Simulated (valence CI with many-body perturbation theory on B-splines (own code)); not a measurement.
# Ru20+: E2, M1 decay

Calculated by relativistic CI+MBPT: six valence electrons over a frozen Dirac-Fock core [Ar], radial functions for each j: 7 s, 7 p, 8 d, 6 f, 4 g, 1 h, with the one-electron correlation potential Σ1, the two-electron term Σ2, the three-electron term Σ3, Breit, model QED; selected CI, second order for the rest, scaled by the run's own slope (own B-spline code, finite nucleus).

No measured spectrum was set against this ion. As an estimate, terms of the open shell hold to 2 to 4 % of their energy, and close levels can change places. Core correlation moves these levels by up to 10000 cm⁻¹, and in measured spectra 5 to 20 % of such shifts remained as error; rates that hang on mixing are uncertain with them. Among the levels kept, up to 880 cm⁻¹ of a level comes from second order outside the variational space, and about a tenth of that is noise between levels of different J, which matters for small intervals. Only levels of the ground parity were solved; by the run's estimate the other parity begins above the list, which can be wrong where configurations are misplaced.

Lines 1 to 50 of 120 in falling wavelength, among levels below 409710 cm⁻¹, chosen from the decays that carry over 1 % of a level's rate. Wavelengths and rates use the calculated energies, so an error of 2000 cm⁻¹ moves a line at 853.5 nm by 17 % and its rate by three times that or more. Electric multipoles are in the length gauge, E1 and E2 with the static RPA response of the core. S is in atomic units (e²a₀⁴ for E2 and M2, e²a₀⁶ for E3), for M1 in squared Bohr magnetons. Weak lines are less certain than strong ones. Lines between different terms over intervals too small for the method are left out, as are lines whose strength nearly cancels. Where a level lies close to another of its J and parity, the split of strength between their lines is uncertain. Intervals below about 2000 cm⁻¹, as at the head of this list, are uncertain by tens of per cent.

Names give the largest LS component (configuration and term), which can be under half, so a name can repeat, a term be missing and a line seem to break the LS rules; names also repeat where a configuration has a term twice. Letters in brackets count levels of one name in rising energy.

| λ vac (nm) | Upper | Lower | Type | A (s⁻¹) | S (a.u.) |
| --- | --- | --- | --- | --- | --- |
| 9108 | 3d6 5D_2 | 3d6 5D_3 | M1 | 6.41e-02 | 8.98e+00 |
| 5201 | 3d6 5D_0 | 3d6 5D_1 | M1 | 9.85e-01 | 5.14e+00 |
| 1051 | 3d6 3G_3 | 3d6 3G_4 | M1 | 1.84e+01 | 5.54e+00 |
| 951.5 | 3d6 5D_1 | 3d6 5D_2 | M1 | 8.70e+01 | 8.34e+00 |
| 853.5 | 3d6 3G_5 | 3d6 3H_4 [b] | M1 | 1.36e+01 | 3.45e+00 |
| 783.9 | 3d6 3H_5 | 3d6 3H_4 [a] | M1 | 2.46e+01 | 4.82e+00 |
| 667.4 | 3d6 3P_1 [a] | 3d6 3D_2 | M1 | 7.96e+01 | 2.63e+00 |
| 628.5 | 3d6 3G_4 | 3d6 3H_4 [b] | M1 | 9.34e+00 | 7.74e-01 |
| 549.2 | 3d6 3F_2 [a] | 3d6 3P_2 [a] | M1 | 1.12e+01 | 3.44e-01 |
| 503.5 | 3d6 3P_0 [a] | 3d6 3P_1 [a] | M1 | 3.53e+01 | 1.67e-01 |
| 480.4 | 3d6 3P_1 [a] | 3d6 3D_1 | M1 | 1.12e+02 | 1.38e+00 |
| 461.6 | 3d6 5D_3 | 3d6 5D_4 | M1 | 3.32e+02 | 8.46e+00 |
| 439.3 | 3d6 5D_2 | 3d6 5D_4 | E2 | 6.76e-04 | 4.94e-03 |
| 393.3 | 3d6 3G_3 | 3d6 3H_4 [b] | M1 | 3.72e+01 | 5.87e-01 |
| 378.7 | 3d6 3H_4 [b] | 3d6 3H_5 | M1 | 1.50e+02 | 2.71e+00 |
| 368.3 | 3d6 3F_3 [a] | 3d6 3H_4 [a] | M1 | 2.72e+02 | 3.52e+00 |
| 358.1 | 3d6 3G_4 | 3d6 3F_3 [a] | M1 | 3.22e+01 | 4.93e-01 |
| 351.0 | 3d6 1G_4 [a] | 3d6 3G_3 | M1 | 5.85e+01 | 8.44e-01 |
| 344.1 | 3d6 3P_1 [a] | 3d6 1S_0 [a] | M1 | 1.17e+02 | 5.28e-01 |
| 328.4 | 3d6 3D_2 | 3d6 3F_2 [a] | M1 | 4.57e+01 | 3.00e-01 |
| 309.4 | 3d6 1F_3 | 3d6 3D_3 | M1 | 1.74e+01 | 1.34e-01 |
| 306.1 | 3d6 1D_2 [a] | 3d6 3D_3 | M1 | 8.85e+01 | 4.71e-01 |
| 304.3 | 3d6 3D_2 | 3d6 3F_3 [a] | M1 | 1.53e+02 | 7.98e-01 |
| 285.7 | 3d6 3P_1 [b] | 3d6 3P_0 [a] | M1 | 4.72e+02 | 1.22e+00 |
| 285.4 | 3d6 3G_3 | 3d6 3F_2 [a] | M1 | 3.27e+02 | 1.97e+00 |
| 273.1 | 3d6 1D_2 [a] | 3d6 3G_3 | M1 | 1.28e+02 | 4.82e-01 |
| 267.1 | 3d6 3G_3 | 3d6 3F_3 [a] | M1 | 3.09e+02 | 1.53e+00 |
| 263.1 | 3d6 1G_4 [a] | 3d6 3G_4 | M1 | 3.19e+01 | 1.94e-01 |
| 262.3 | 3d6 3G_5 | 3d6 3H_5 | M1 | 3.07e+02 | 2.26e+00 |
| 255.3 | 3d6 3H_4 [b] | 3d6 3H_4 [a] | M1 | 1.07e+03 | 5.97e+00 |
| 254.7 | 3d6 3G_5 | 3d6 3H_6 | M1 | 6.14e+02 | 4.14e+00 |
| 245.8 | 3d6 3P_0 [a] | 3d6 3D_1 | M1 | 7.35e+02 | 4.05e-01 |
| 244.8 | 3d6 1F_3 | 3d6 3D_2 | M1 | 3.86e+01 | 1.47e-01 |
| 242.7 | 3d6 1D_2 [a] | 3d6 3D_2 | M1 | 6.04e+01 | 1.60e-01 |
| 241.6 | 3d6 3D_3 | 3d6 3F_3 [a] | M1 | 2.31e+02 | 8.46e-01 |
| 241.1 | 3d6 3F_4 | 3d6 1F_3 | M1 | 3.12e+02 | 1.46e+00 |
| 237.0 | 3d6 1G_4 [a] | 3d6 3G_5 | M1 | 2.57e+02 | 1.14e+00 |
| 236.3 | 3d6 3G_4 | 3d6 3H_5 | M1 | 4.11e+02 | 1.81e+00 |
| 233.5 | 3d6 3D_1 | 3d6 3P_2 [a] | M1 | 1.87e+03 | 2.64e+00 |
| 220.1 | 3d6 3P_1 [a] | 3d6 3F_2 [a] | M1 | 5.52e+01 | 6.55e-02 |
| 218.4 | 3d6 1F_3 | 3d6 3G_4 | M1 | 1.04e+02 | 2.82e-01 |
| 213.5 | 3d6 3P_2 [a] | 3d6 5D_1 | M1 | 5.97e+02 | 1.08e+00 |
| 212.6 | 3d6 1D_2 [a] | 3d6 3D_1 | M1 | 2.64e+02 | 4.70e-01 |
| 212.3 | 3d6 3H_4 [a] | 3d6 5D_3 | M1 | 7.34e+01 | 2.35e-01 |
| 205.5 | 3d6 3D_2 | 3d6 3P_2 [a] | M1 | 1.64e+02 | 2.63e-01 |
| 203.0 | 3d6 3F_4 | 3d6 1G_4 [a] | M1 | 4.02e+01 | 1.12e-01 |
| 187.8 | 3d6 3G_3 | 3d6 3P_2 [a] | M1 | 9.61e+01 | 1.65e-01 |
| 185.5 | 3d6 1G_4 [a] | 3d6 3H_4 [b] | M1 | 1.32e+03 | 2.81e+00 |
| 182.3 | 3d6 3P_1 [b] | 3d6 3P_1 [a] | M1 | 1.01e+02 | 6.82e-02 |
| 181.6 | 3d6 3G_4 | 3d6 3H_4 [a] | M1 | 1.49e+01 | 2.97e-02 |
